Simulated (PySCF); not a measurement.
Cl+ (chlorine, charge +1): UHF calculation

Configuration: [Ne] 3s1 3p4 4s1, high-spin 5P determinant (an excited configuration). Computed with PySCF 2.14 in x2c-QZVPPall with one added diffuse shell each of s, p, d, f type (10s7p5d3f1g, 86 functions), with the spin-free X2C one-electron Hamiltonian (Gaussian nucleus).

| Quantity | Value |
| --- | --- |
| Total energy | -459.532667 hartree |
| One-electron energy | -623.9744 hartree |
| Hartree (Coulomb) energy | 191.6134 hartree |
| Exchange energy | -27.1717 hartree |
| ⟨S²⟩ | 6.0049 |
| ⟨L²⟩ | 2.098 |
| Sum of ⟨r⟩ | 15.44 bohr |
| Sum of ⟨r²⟩ | 34.50 bohr² |
| Traceless quadrupole moment −½Σ⟨3z² − r²⟩ along its main axis | 0.145 e·bohr² |
| Langevin diamagnetic susceptibility | -27.3 ×10⁻⁶ cm³/mol |

```tsv
shell	electrons	mean orbital energy (eV)	spread (eV)	rms radius, mean of both spins (bohr)
1s α	1	-2887.0	0	0.105
1s β	1	-2885.3	0	0.105
2s α	1	-312.65	0	0.479
2s β	1	-310.36	0	0.479
2p α	3	-242.10	0.732	0.450
2p β	3	-240.03	0.662	0.450
3s α	1	-51.704	0	1.53
3p α	3	-33.336	1.975	1.75
3p β	1	-26.314	0	1.75
4s α	1	-10.075	0	4.27
```

The outer electron is Rydberg-like, and this basis confines it to a smaller radius and binds it less than a complete one would.

Densities and radii are taken from the X2C orbitals without a picture-change correction, which distorts them close to the nucleus.

Spin-orbit constants ζ (cm⁻¹) from the X2C one-electron operator on these orbitals: bare nucleus, nucleus screened by l(l+1)(2l+1)/3 electrons, and screened by the Breit-Pauli mean field of the electrons.

| shell | bare | screened nucleus | mean field |
| --- | --- | --- | --- |
| 2p | 10050 | 8868 | 8336 |
| 3p | 902.4 | 796.2 | 741.7 |

To first order the Landé constant is A = -185.4 cm⁻¹, so the lowest level has J = 3 and lies 0.0460 eV below the centre of the term. This holds in LS coupling only.
